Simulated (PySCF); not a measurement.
Potential energy of BeH along the bond

Set-up: basis Be pcseg-1, H pcseg-1; no relativity; PySCF 2.14. Energies in eV from Be + H in their ground configurations at the same level. State: ²Σ⁺ (doublet), unpaired electrons σ ↑.

| R (Å) | B97-3 | BHandHLYP | UHF |
| --- | --- | --- | --- |
| 1.163 | -1.961 | -2.089 | -1.747 |
| 1.217 | -2.137 | -2.258 | -1.924 |
| 1.271 | -2.240 | -2.352 | -2.025 |
| 1.311 | -2.278 | -2.384 | -2.059 |
| 1.352 | -2.289 | -2.388 | -2.065 |
| 1.393 | -2.276 | -2.369 | -2.046 |
| 1.447 | -2.230 | -2.313 | -1.991 |
| 1.514 | -2.135 | -2.208 | -1.882 |
| 1.595 | -1.983 | -2.042 | -1.711 |
| 1.704 | -1.740 | -1.783 | -1.442 |

**Question.** Put a parabola through the three lowest points of the B97-3 curve and estimate Re, k and ωe (reduced mass 0.9065 u; 1 eV/Å² = 0.16022 mdyn/Å; ωe = 1302.8·√(k/μ) cm⁻¹).

**Answer.** Through R = 1.311, 1.352, 1.393 Å the second-order coefficient is 7.14 eV/Å², so Re ≈ 1.350 Å, k ≈ 2.29 mdyn/Å and ωe ≈ 2070 cm⁻¹. A polynomial fit of higher order to the unrounded B97-3 energies gives Re = 1.349 Å, k = 2.28 mdyn/Å, ωe = 2064 cm⁻¹; anharmonicity and rounding make the difference.

The higher-order fit for each curve: B97-3: Re = 1.349 Å, ωe = 2064 cm⁻¹, De = 2.29 eV; BHandHLYP: Re = 1.338 Å, ωe = 2121 cm⁻¹, De = 2.39 eV; UHF: Re = 1.340 Å, ωe = 2156 cm⁻¹, De = 2.07 eV.

The state is the lowest determinant that a PBE0 search found; another state may lie lower at other levels.
